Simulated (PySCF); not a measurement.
Species: C3H5NSi2.
InChI=1S/C3H5NSi2/c1-2-6(5)3-4/h1,6H,5H3/t6-/m0/s1

Method used: PBE0-D3(BJ)/def2-SVP geometry optimisation, gas phase in PySCF 2.14.0.

Take the most abundant isotopes and a rigid rotor. 

Question: Give the principal moments of inertia and the rotational constants in MHz.

Answer: Ia = 248.14, Ib = 257.21, Ic = 455.35 u·Å²; 505379 MHz·u·Å²/I gives A = 2037, B = 1965, C = 1110 MHz.

Question: What kind of rotor is it?

Answer: An asymmetric top. Ray's parameter κ = (2B − A − C)/(A − C) = 0.845; −1 is the prolate and +1 the oblate limit.

Question: Is it planar, by Δ = Ic − Ia − Ib?

Answer: Not planar: Δ = Ic − Ia − Ib = -49.99 u·Å². For a rigid frame Δ = −2 Σ m c², so Σ m c² = 24.99 u·Å² lies off the ab plane: 8.22 from hydrogen and 16.77 from heavier atoms. The atom farthest from that plane is 2.11 Å away.

Question: Give the other two planar moments, Paa and Pbb, and the rms extents of the mass along the axes.

Answer: Paa = Σ m a² = (Ib + Ic − Ia)/2 = 232.21 and Pbb = Σ m b² = (Ia + Ic − Ib)/2 = 223.14 u·Å². With the mass M = 111.00 u, the rms extents √(P/M) along a, b and c are 1.45, 1.42, 0.47 Å.

Question: List the rotational levels J(Ka,Kc) to J = 3 (K).

Answer: Above 0(0,0), as E/k:
J = 1: 1(0,1) 0.148, 1(1,1) 0.151, 1(1,0) 0.192
J = 2: 2(0,2) 0.405, 2(1,2) 0.405, 2(1,1) 0.528, 2(2,1) 0.539, 2(2,0) 0.576
J = 3: 3(0,3) 0.767, 3(1,3) 0.767, 3(1,2) 0.980, 3(2,2) 0.981, 3(2,1) 1.099, 3(3,1) 1.120, 3(3,0) 1.153
The levels of one J sum to (2J + 1)J(J + 1)(A + B + C)/3.

Question: Predict some low-J microwave lines.

Answer: The dipole components are |μa| = 1.05 D, |μb| = 3.59 D, |μc| = 0.63 D. Intensities carry the squares of the components, which stand as 0.09 : 1.00 : 0.03 (a : b : c). Some lines, for components of 0.1 D or more:

| type | branch | J(Ka,Kc) | MHz | lower level (cm⁻¹) |
| --- | --- | --- | --- | --- |
| a | Q | 2(2,0) ← 2(2,1) | 788 | 0.374 |
| a | Q | 1(1,0) ← 1(1,1) | 855 | 0.105 |
| b | Q | 1(1,0) ← 1(0,1) | 927 | 0.103 |
| b | Q | 2(2,0) ← 2(1,1) | 1003 | 0.367 |
| a | Q | 2(1,1) ← 2(1,2) | 2565 | 0.282 |
| b | Q | 2(1,1) ← 2(0,2) | 2569 | 0.281 |
| b | Q | 2(2,1) ← 2(1,2) | 2781 | 0.282 |
| a | R | 1(0,1) ← 0(0,0) | 3075 | 0.000 |
| b | R | 1(1,1) ← 0(0,0) | 3147 | 0.000 |
| c | R | 1(1,0) ← 0(0,0) | 4002 | 0.000 |
| b | R | 2(0,2) ← 1(1,1) | 5290 | 0.105 |
| a | R | 2(1,2) ← 1(1,1) | 5294 | 0.105 |
| a | R | 2(0,2) ← 1(0,1) | 5362 | 0.103 |
| b | R | 2(1,2) ← 1(0,1) | 5366 | 0.103 |
| a | R | 2(1,1) ← 1(1,0) | 7005 | 0.133 |
| b | R | 2(2,1) ← 1(1,0) | 7220 | 0.133 |
| c | R | 2(1,1) ← 1(0,1) | 7931 | 0.103 |
| c | R | 2(2,0) ← 1(1,0) | 8008 | 0.133 |
| c | R | 2(2,1) ← 1(1,1) | 8075 | 0.105 |
| b | R | 2(2,0) ← 1(1,1) | 8863 | 0.105 |

Question: Estimate the classical rotational partition function at 25 K, 100 K and 500 K.

Answer: Point group C1, symmetry number σ = 1; q = (√π/σ)·√((kT/h)³/(ABC)), k/h = 20836.6 MHz/K: 10000 at 25 K, 80000 at 100 K, 894000 at 500 K.

No PBE0-D3(BJ)/def2-SVP frequencies stand behind this structure, so it isn't proved a minimum. Constants of a rigid frame at the computed geometry: no zero-point averaging, no centrifugal distortion. A rigid rotor knows nothing of internal rotation, which can split or shift real lines. Quadrupole hyperfine structure (14N) is left out.

On one thread of an Arm Neoverse V2 (shared host), this took 28 s wall. These figures are those of the optimisation.
